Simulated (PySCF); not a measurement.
C6H8Si (SMILES C#C[Si](C)(C)C#C), singlet, geometry from GFN2-xTB, atoms displaced at random by about 0.03 Å a coordinate; R2SCAN/STO-3G, gradient (PySCF).

PySCF was given this input:
```python
from pyscf import gto, scf, dft

mol = gto.M(
    atom='''
C     1.88505147   -1.70883553   -1.32760952
C     1.00961437   -1.08816865   -0.79709437
Si   -0.30060840   -0.14265130    0.01959087
C    -0.92696168   -1.04602214    1.65053485
C    -1.77488505    0.13360702   -1.13814331
C     0.45393534    1.57625790    0.51717777
C     0.93418539    2.56437905    0.87313479
H     2.61678510   -2.28255626   -1.81283878
H    -1.35034379   -1.97287541    1.40542630
H    -1.59311415   -0.46109227    2.12906233
H    -0.05918110   -1.24985156    2.30163294
H    -2.55396260    0.81983416   -0.70957139
H    -1.45510511    0.72709416   -2.06882944
H    -2.21356084   -0.71489828   -1.52735106
H     1.35058500    3.47073464    1.18337909
''',
    basis='sto-3g',
    verbose=4,
)

mf = dft.RKS(mol)
mf.xc = 'r2scan'
mf.grids.level = 5
mf.kernel()
g = mf.nuc_grad_method()
g.grid_response = False
grad = g.kernel()
```

It wrote (shortened):

```
PySCF version 2.14.0

[INPUT] verbose = 4
[INPUT] num. atoms = 15
[INPUT] num. electrons = 58
[INPUT] charge = 0
[INPUT] spin (= nelec alpha-beta = 2S) = 0
[INPUT] symmetry False subgroup None
[INPUT] Mole.unit = angstrom
[INPUT] Symbol           X                Y                Z      unit          X                Y                Z       unit  Magmom
[INPUT]  1 C      1.885051470000  -1.708835530000  -1.327609520000 AA    3.562231009009  -3.229231143626  -2.508818393165 Bohr   0.0
[INPUT]  2 C      1.009614370000  -1.088168650000  -0.797094370000 AA    1.907894650725  -2.056340725838  -1.506290054733 Bohr   0.0
[INPUT]  3 Si    -0.300608400000  -0.142651300000   0.019590870000 AA   -0.568067546744  -0.269571888313   0.037021378842 Bohr   0.0
[INPUT]  4 C     -0.926961680000  -1.046022140000   1.650534850000 AA   -1.751703703167  -1.976695364831   3.119058825550 Bohr   0.0
[INPUT]  5 C     -1.774885050000   0.133607020000  -1.138143310000 AA   -3.354046647085   0.252480676119  -2.150779146406 Bohr   0.0
[INPUT]  6 C      0.453935340000   1.576257900000   0.517177770000 AA    0.857813470861   2.978695732682   0.977324343013 Bohr   0.0
[INPUT]  7 C      0.934185390000   2.564379050000   0.873134790000 AA    1.765354536670   4.845974084072   1.649985622930 Bohr   0.0
[INPUT]  8 H      2.616785100000  -2.282556260000  -1.812838780000 AA    4.945007165843  -4.313406195312  -3.425768802191 Bohr   0.0
[INPUT]  9 H     -1.350343790000  -1.972875410000   1.405426300000 AA   -2.551779937107  -3.728194202789   2.655870795261 Bohr   0.0
[INPUT] 10 H     -1.593114150000  -0.461092270000   2.129062330000 AA   -3.010549428669  -0.871338108454   4.023344705828 Bohr   0.0
[INPUT] 11 H     -0.059181100000  -1.249851560000   2.301632940000 AA   -0.111836070750  -2.361877144760   4.349455895877 Bohr   0.0
[INPUT] 12 H     -2.553962600000   0.819834160000  -0.709571390000 AA   -4.826289846382   1.549262029963  -1.340895592927 Bohr   0.0
[INPUT] 13 H     -1.455105110000   0.727094160000  -2.068829440000 AA   -2.749750140355   1.374008829171  -3.909521040037 Bohr   0.0
[INPUT] 14 H     -2.213560840000  -0.714898280000  -1.527351060000 AA   -4.183023747662  -1.350961956123  -2.886275199464 Bohr   0.0
[INPUT] 15 H      1.350585000000   3.470734640000   1.183379090000 AA    2.552235757946   6.558737920641   2.236262381637 Bohr   0.0

nuclear repulsion = 305.213848637148
number of shells = 31
number of NR pGTOs = 141
number of NR cGTOs = 47
basis = sto-3g
ecp = {}

******** <class 'pyscf.dft.rks.RKS'> ********
method = RKS
initial guess = minao
damping factor = 0
level_shift factor = 0
DIIS = <class 'pyscf.scf.diis.CDIIS'>
diis_start_cycle = 1
diis_space = 8
diis_damp = 0
SCF conv_tol = 1e-09
SCF conv_tol_grad = None
SCF max_cycles = 50
direct_scf = True
direct_scf_tol = 1e-13
XC library pyscf.dft.libxc version 7.1.2
    S. Lehtola, C. Steigemann, M. J. T. Oliveira, and M. A. L. Marques,  SoftwareX 7, 1–5 (2018)
XC functionals = r2scan
    J. W. Furness, A. D. Kaplan, J. Ning, J. P. Perdew, and J. Sun,  J. Phys. Chem. Lett. 11, 8208–8215 (2020)
    J. W. Furness, A. D. Kaplan, J. Ning, J. P. Perdew, and J. Sun,  J. Phys. Chem. Lett. 11, 9248–9248 (2020)
    J. W. Furness, A. D. Kaplan, J. Ning, J. P. Perdew, and J. Sun,  J. Phys. Chem. Lett. 11, 8208–8215 (2020)
    J. W. Furness, A. D. Kaplan, J. Ning, J. P. Perdew, and J. Sun,  J. Phys. Chem. Lett. 11, 9248–9248 (2020)
radial grids:
    Treutler-Ahlrichs [JCP 102, 346 (1995); DOI:10.1063/1.469408] (M4) radial grids

becke partition: Becke, JCP 88, 2547 (1988); DOI:10.1063/1.454033
pruning grids: <function nwchem_prune>
grids dens level: 5
symmetrized grids: False
atomic radii adjust function: <function treutler_atomic_radii_adjust>
small_rho_cutoff = 0
Set gradient conv threshold to 3.16228e-05
Initial guess from minao.
tot grids = 489744
init E= -516.911469646406
  HOMO = -0.323322470931537  LUMO = -0.00542694286882458  gap/eV = 8.65038
cycle= 1 E= -516.419261286621  delta_E= 0.492  |g|= 0.422  |ddm|= 5.14
  HOMO = -0.151176911962197  LUMO = 0.146273915204113  gap/eV = 8.09405
cycle= 2 E= -516.361406260049  delta_E= 0.0579  |g|= 0.63  |ddm|=  1.3
  HOMO = -0.176007016379027  LUMO = 0.129828060404378  gap/eV = 8.32220
cycle= 3 E= -516.45131894171  delta_E= -0.0899  |g|= 0.316  |ddm|= 0.888
  HOMO = -0.182036740033214  LUMO = 0.1260323097268  gap/eV = 8.38299
cycle= 4 E= -516.479004770758  delta_E= -0.0277  |g|= 0.0286  |ddm|= 0.329
  HOMO = -0.185172351656551  LUMO = 0.122610256428488  gap/eV = 8.37519
cycle= 5 E= -516.479238805028  delta_E= -0.000234  |g|= 0.0123  |ddm|= 0.0493
  HOMO = -0.185390160033505  LUMO = 0.122124452535572  gap/eV = 8.36790
cycle= 6 E= -516.479267917175  delta_E= -2.91e-05  |g|= 0.00699  |ddm|= 0.0182
  HOMO = -0.185282975223285  LUMO = 0.12231544821219  gap/eV = 8.37018
cycle= 7 E= -516.479281733948  delta_E= -1.38e-05  |g|= 0.000678  |ddm|= 0.00781
  HOMO = -0.185212448982669  LUMO = 0.122410787998793  gap/eV = 8.37085
cycle= 8 E= -516.479281906089  delta_E= -1.72e-07  |g|= 2.62e-05  |ddm|= 0.0011
  HOMO = -0.185216072409958  LUMO = 0.122402617020317  gap/eV = 8.37073
cycle= 9 E= -516.479281906327  delta_E= -2.38e-10  |g|= 9.42e-06  |ddm|= 6e-05
  HOMO = -0.185216248993972  LUMO = 0.122404638457952  gap/eV = 8.37079
Extra cycle  E= -516.479281906332  delta_E= -5.57e-12  |g|= 9.46e-06  |ddm|= 3.2e-05
converged SCF energy = -516.479281906332

******** <class 'pyscf.grad.rks.Gradients'> for <class 'pyscf.dft.rks.RKS'> ********
unit = Eh/Bohr
grid_response = False
--------------- RKS gradients ---------------
         x                y                z
0 C     0.0019279560     0.0007487441     0.0003480554
1 C     0.0177270416    -0.0127631298    -0.0115808796
2 Si     0.0128651856    -0.0268508158    -0.0359658736
3 C    -0.0994354209     0.0032123012     0.0569799285
4 C    -0.0285486526    -0.0947531178     0.0131254650
5 C     0.0784123013     0.1688377562     0.0554551747
6 C    -0.0476722911    -0.1013323265    -0.0352818637
7 H    -0.0223159398     0.0154042818     0.0132817306
8 H     0.0199267763     0.0353785364     0.0114498919
9 H     0.0578919197    -0.0500695569    -0.0425496227
10 H     0.0068646089    -0.0043094736     0.0022363835
11 H    -0.0121923811     0.0202512766    -0.0020313188
12 H     0.0008518732     0.0192679605    -0.0282962492
13 H     0.0266669298     0.0544058598     0.0124186748
14 H    -0.0132184482    -0.0274094166    -0.0094870243
----------------------------------------------
```
